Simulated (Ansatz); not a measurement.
One change: `C[SiH2]C(=N)Cl` becomes `N=C([SiH3])Cl`.

Ansatz, PBE0-D4/def2-TZVP geometries, multiplicity 1. Each molecule was computed in one conformer, which needn't be the lowest.

```csv
property,`C[SiH2]C(=N)Cl`
LUMO energy (ωB97M-V/def2-TZVPP) / eV,1.22
"ideal-gas entropy at 298 K and 1 bar (rigid rotor, harmonic PBE0-D4/def2-TZVP) / J/(mol·K)",357
size of the dipole moment (PBE/def2-TZVPP) / D,1.01
HOMO–LUMO gap (B3LYP/def2-TZVPP) / eV,6.65
HOMO energy (PBE/def2-TZVPP) / eV,-6.72
HOMO–LUMO gap (PBE/def2-TZVPP) / eV,4.67
```

(1) Give the same properties after the change, and the shifts. (Estimate.)

Results:

(1) Ansatz gave: 
| property | `N=C([SiH3])Cl` | shift |
| --- | --- | --- |
| LUMO energy (ωB97M-V/def2-TZVPP) / eV | 1.04 | -0.18 |
| ideal-gas entropy at 298 K and 1 bar (rigid rotor, harmonic PBE0-D4/def2-TZVP) / J/(mol·K) | 318 | -39 |
| size of the dipole moment (PBE/def2-TZVPP) / D | 0.27 | -0.74 |
| HOMO–LUMO gap (B3LYP/def2-TZVPP) / eV | 6.61 | -0.04 |
| HOMO energy (PBE/def2-TZVPP) / eV | -6.86 | -0.14 |
| HOMO–LUMO gap (PBE/def2-TZVPP) / eV | 4.63 | -0.04 |

The zero-point energy changes by -76.3 kJ/mol with -9 modes. Dipoles are sizes alone; their direction can turn. Modes under 60 cm⁻¹, often nearly free rotors, make the harmonic entropy too high.

Positive LUMOs are unbound, so they and the gaps depend on the basis.

B3LYP here is the variant with VWN-RPA as its local correlation; programs differ in this.
